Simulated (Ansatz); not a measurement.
Geometry optimisation, Ansatz 0.2.0, RKS PBE0/def2-SVP.

input.yaml

```yaml
crystal:
  periodic: [false, false, false]
  atoms:
    - { symbol: Sn, position_ang: [-0.04119, 0.18056, -0.119601] }
    - { symbol: Cl, position_ang: [-0.160581, 0.266269, 2.2656] }
    - { symbol: Cl, position_ang: [2.095974, 0.47507, -0.930772] }
    - { symbol: O, position_ang: [-1.032332, 1.728925, -0.796538] }
    - { symbol: H, position_ang: [-1.98783, 1.595407, -0.735542] }
    - { symbol: Cl, position_ang: [-1.17713, -1.713948, -0.878335] }
    - { symbol: O, position_ang: [1.411528, -2.31001, 1.148553] }
    - { symbol: H, position_ang: [0.722648, -2.95193, 0.934566] }
    - { symbol: H, position_ang: [1.126312, -1.945643, 2.016169] }
basis:
  gaussian: { orbitals: def2-SVP }
hamiltonian:
  xc: pbe0
relax:
  f_tol: 0.03
  max_steps: 50
```

Run as:

```bash
$ ansatz run input.yaml --threads 4 --pin off --max-ram 5120MiB --backend cpu --events-out ev --progress --plain --runs-dir out
```

Question: Where does it end, and by what steps?

Answer: The forces met the threshold. After 9 steps the energy has fallen by 0.229 eV; O7 moved furthest, 0.46 Å. Joined: Sn1–O7 (3.15 → 2.43 Å).

```
step  energy less start (eV)  largest force component (eV/Å)  accepted
   0                  0.0000                           0.730       yes
   1                 -0.0519                           1.175       yes
   2                 -0.1664                           1.124       yes
   3                 -0.1699                           0.973       yes
   4                 -0.2214                           0.290       yes
   5                 -0.2207                           0.164        no
   6                 -0.2276                           0.108       yes
   7                 -0.2275                           0.085        no
   8                 -0.2278                           0.058       yes
   9                 -0.2288                           0.016       yes
```

```xyz
9
Properties=species:S:1:pos:R:3
Sn 0.072 -0.007 0.031
Cl -0.190 0.328 2.354
Cl 2.170 0.406 -0.867
O -0.908 1.524 -0.731
H -1.862 1.384 -0.675
Cl -1.232 -1.804 -0.794
O 1.197 -1.950 0.967
H 0.647 -2.700 0.695
H 1.063 -1.857 1.923
```

Whether the end is a true minimum wasn't checked by a vibrational analysis.

Run time: 16 s on 4 threads of Intel(R) Xeon(R) 6975P-C (Granite Rapids), with other jobs on the host, peak memory 0.39 GiB.
